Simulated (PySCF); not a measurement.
# How methods differ on the ionisation energy of F²⁺

F²⁺ [He] 2s2 2p3 (4S) → F³⁺ [He] 2s2 2p2 (3P), as a difference of total energies. Calculation: PySCF 2.14, in aug-cc-pVTZ-DK; scalar relativity by spin-free X2C-1e. Correlated levels: valence: 1s2 frozen. The calculations carry no spin-orbit coupling.

```tsv
method	ionisation energy (eV)	plus first-order spin-orbit estimate	difference from reference of that sum (eV)
UHF	62.232	62.178	-0.530
LDA	63.146	63.092	+0.384
PBE	62.823	62.769	+0.061
PBE0	62.903	62.849	+0.141
r2SCAN	63.147	63.093	+0.385
B2PLYP	62.762	62.708	0.000
M06-L	63.088	63.034	+0.326
B3LYP	62.916	62.862	+0.154
CAM-B3LYP	62.910	62.856	+0.148
ROHF	62.268	62.214	-0.494
MP2 (valence)	62.815	62.761	+0.053
SCS-MP2 (valence)	62.555	62.501	-0.207
```

Reference: 62.708 eV (semi-empirical (NIST evaluation); NIST Atomic Spectra Database, ionization energies).

A first-order spin-orbit estimate (lowest level to lowest level, LS coupling) adds -0.054 eV.

Errors of the correlated levels include the incompleteness of this basis and the frozen core.
